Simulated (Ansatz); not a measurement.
Species: SiBr, charge 0, multiplicity 2. 
Coordinates optimised at B3LYP-D3(BJ)/def2-TZVP (Ansatz, a program for electronic structure):
```
Si
Br 1 2.2523
```
Charge 0, spin multiplicity 2.

Basis-set convergence of Hartree-Fock and CCSD correlation energies (hartree) with Ansatz. Valence correlation only, unless marked. Open shells are spin-unrestricted. No spin-orbit coupling. Frozen are the shells of the preceding noble gas and the d and f shells that filled before the atom's block. Non-relativistic.

| basis | functions | E(HF) | E(corr, CCSD) |
|---|---|---|---|
| def2-SVP | 50 | -2860.92710 | -0.20248 |
| def2-TZVPP | 90 | -2861.34396 | -0.26223 |
| def2-QZVPP | 159 | -2861.40156 | -0.28378 |

Extrapolating the two largest sets (X = 3 and 4) as X^-3: E(corr) = (64·(-0.28378) - 27·(-0.26223))/37 = -0.2995 Eh, an estimate of the basis-set limit. The largest set recovers 94.7 % of it, the smallest 67.6 %.
